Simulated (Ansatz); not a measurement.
Constitutional and geometric isomers with formula C4H8Si. All species are isolated molecules in the gas phase. One relaxed conformer stands for each flexible species; it need not be the lowest. Strings in code marks are SMILES.

Quantity: electronic energy of isomers of C4H8Si relative to `C#CC[SiH2]C`, in kcal/mol. The restricted reference of `C=CC[SiH]=C` and `CCC=C=[SiH2]` is unstable towards unrestricted orbitals.

A: `CC1=C[Si@@H]1C`
B: `C=C=CC[SiH3]`
C: `C1CC12C[SiH2]2`
D: `C=CC[SiH]=C` (C–C–C–Si torsion -104°, C–C–Si–C torsion -114°)
E: `CCC=C=[SiH2]`

### Question
Rank these by electronic energy of isomers of C4H8Si relative to `C#CC[SiH2]C` (lowest first), as frozen-core MP2/cc-pVTZ // B3LYP-D3(BJ)/def2-TZVP (Ansatz, a quantum-chemistry and plane-wave program) gives it.

### Answer
A (0.57 kcal/mol), B (13.7 kcal/mol), D (14.6 kcal/mol), C (18.0 kcal/mol), E (27.4 kcal/mol)
